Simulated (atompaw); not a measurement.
What one change does to a pseudopotential (zirconium (Zr), PAW (atompaw))

zirconium, PAW, made with atompaw 4.2.0.5 (PBEsol, scalar-relativistic). Core [Kr], reference 4d2 5s2 5p0. Waves: 5s (bound): rc 3.00 bohr; 5s channel at 0.75 Ry: rc 3.00 bohr; 5p (bound, empty): rc 3.00 bohr; 5p channel at 1.8 Ry: rc 3.00 bohr; 4d (bound): rc 3.00 bohr; 4d channel at 0.15 Ry: rc 2.50 bohr. Local part: ultrasoft scheme with l = 3 at 1 Ry, radius 2.65 bohr. Core correction: smooth core density matched at 2.50 bohr. Augmentation charge: sinc compensation charge, radius 2.85 bohr; PAW radius 3.00 bohr; waves and projectors: custom rrkj vanderbiltortho.

All-electron outer shells of the reference configuration (PBEsol, scalar-relativistic, ld1.x):

| shell | level (eV) | outermost node (bohr) | outermost maximum (bohr) |
| --- | --- | --- | --- |
| 4s | -54.46 | 0.55 | 1.08 |
| 4p | -32.43 | 0.56 | 1.17 |
| 5s | -4.46 | 1.47 | 3.15 |
| 4d | -3.61 | 0.58 | 1.61 |
| 5p | -1.45 | 1.70 | 4.10 |

Change: all radii scaled by about 1.06 (s 3.18, p 3.18, d 3.18 bohr); local potential ultrasoft scheme with l = 3 at 1 Ry, radius 2.82 bohr; augmentation sinc compensation charge, radius 3.02 bohr; PAW radius 3.18 bohr; waves and projectors: custom rrkj vanderbiltortho; core correction smooth core density matched at 2.66 bohr.

Cutoffs: the cutoffs (Ry, on a coarse ladder) from which the occupation-weighted sum of valence levels, in a spherical-Bessel basis at the reference potential, stays within 10 and 1 mRy of its value at 400 Ry; they do not see the model core or the augmentation charge, which bear on the density cutoff.

What does the change do?

Both files are very soft, the changed one slightly softer (loose and tight cutoff 10 and 12 Ry → 8 and 10 Ry on this coarse ladder); the bound ghost in s disappears.

```csv
quantity,base,changed
"cutoff, loose",10 Ry,8 Ry
"cutoff, tight",12 Ry,10 Ry
bound ghosts,s,none
lowest overlap eigenvalue by channel,"s 0.46, p 0.63, d 0.49","s 0.43, p 0.61, d 0.61"
```

 A true bound ghost makes a file unfit for plane-wave use even where its test errors are small: the radial tests pick states by their node count and pass the ghost by. The cutoffs see the waves, projectors and local potential, not the compensation charge or the core.
